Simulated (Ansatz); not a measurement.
Geometry optimisation, Ansatz 0.2.0, RHF/def2-SVP.

Input:

```yaml
crystal:
  periodic: [false, false, false]
  atoms:
    - { symbol: Ge, position_ang: [-0.476999, -0.190549, -0.580856] }
    - { symbol: Ge, position_ang: [0.375023, 0.576488, 2.840172] }
    - { symbol: H, position_ang: [-1.179906, -0.150952, 3.599446] }
    - { symbol: H, position_ang: [0.994483, -0.667972, 3.566032] }
    - { symbol: H, position_ang: [0.211164, 1.487731, 4.099487] }
    - { symbol: H, position_ang: [0.613109, -1.095416, -0.040784] }
    - { symbol: H, position_ang: [-0.262695, 1.306525, -0.664934] }
    - { symbol: F, position_ang: [-0.766808, -0.720934, -2.192424] }
    - { symbol: Br, position_ang: [-2.528218, -0.646477, 0.528953] }
    - { symbol: H, position_ang: [-1.143053, -0.004543, 2.824108] }
basis:
  gaussian: { orbitals: def2-SVP }
hamiltonian:
  xc: hf
relax:
  f_tol: 0.03
  max_steps: 50
```

Command:

```bash
$ ansatz run input.yaml --threads 4 --pin off --max-ram 5120MiB --backend cpu --events-out ev --progress --plain --runs-dir out
```

Question: Where does it end, and by what steps?

Answer: The forces met the threshold. After 12 steps the energy has fallen by 0.592 eV; H10 moved furthest, 0.80 Å. Parted: Ge2–H10 (1.63 → 2.46 Å).

```csv
step,energy less start (eV),largest force component (eV/Å),accepted
0,0.0000,2.178,yes
1,-0.3236,1.069,yes
2,-0.4690,0.539,yes
3,-0.5495,0.306,yes
4,-0.5736,0.313,yes
5,-0.5799,0.258,yes
6,-0.5856,0.107,yes
7,-0.5886,0.066,yes
8,-0.5894,0.126,yes
9,-0.5900,0.111,yes
10,-0.5905,0.084,yes
11,-0.5905,0.129,yes
12,-0.5917,0.005,yes
```

```xyz
10
Properties=species:S:1:pos:R:3
Ge -0.529 -0.251 -0.986
Ge 0.715 0.547 3.054
H -1.378 -0.134 4.178
H 1.183 -0.478 4.155
H 0.447 1.711 4.080
H 0.539 -1.223 -0.527
H -0.237 1.230 -0.854
F -0.800 -0.560 -2.657
Br -2.518 -0.737 0.078
H -1.586 -0.212 3.459
```

Whether the end is a true minimum wasn't checked by a vibrational analysis.

Time of the run: 50 s on 4 threads of Arm Neoverse N1, on a shared host, peak memory 0.42 GiB.
